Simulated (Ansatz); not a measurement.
NH-, multiplicity 2 (lowest of 2S+1 = 2, 4 at CCSD(T)/def2-TZVPP on PBE0 minima; our sources give no spin for the ground state, which may be another), most abundant isotopes (1.0078 and 14.0031 u). Constants from fifth-degree fits in 1/R to seven points on the lowest solution found; no spin–orbit coupling, no relativity up to Kr; ω_e x_e and α_e move by some per cent with the fit.

Cores are frozen in the correlated methods. CBS(a, b) extrapolates the correlation energy as X⁻³ and adds the Hartree–Fock energy of set b.

The values were computed with Ansatz (a program for electronic structure) with Gaussian orbitals. 

```json
[
 {"level": "PBE/def2-TZVPP", "r_e (Å)": "1.0581", "ω_e (cm⁻¹)": "3015.2", "ω_e x_e (cm⁻¹)": "82.8", "α_e (cm⁻¹)": "0.711"},
 {"level": "CCSD(T)/CBS(aug-cc-pVTZ, aug-cc-pVQZ)", "r_e (Å)": "1.0408", "ω_e (cm⁻¹)": "3187.0", "ω_e x_e (cm⁻¹)": "85.9", "α_e (cm⁻¹)": "0.706"}
]
```

Question: Predict ω_e, ω_e x_e, B_e and the fall in zero-point energy on putting deuterium (2.014102 u) for H, at CCSD(T)/CBS(aug-cc-pVTZ, aug-cc-pVQZ).

Answer: 
The curve stays; ρ = √(μ_H/μ_D) = √(0.94016/1.76084) = 0.73070. ω_e scales with ρ: 2329 cm⁻¹; ω_e x_e and B_e with ρ²: 45.9 and 8.837 cm⁻¹. The zero-point energy falls by 419 cm⁻¹, by which D₀ of the deuteride is larger.
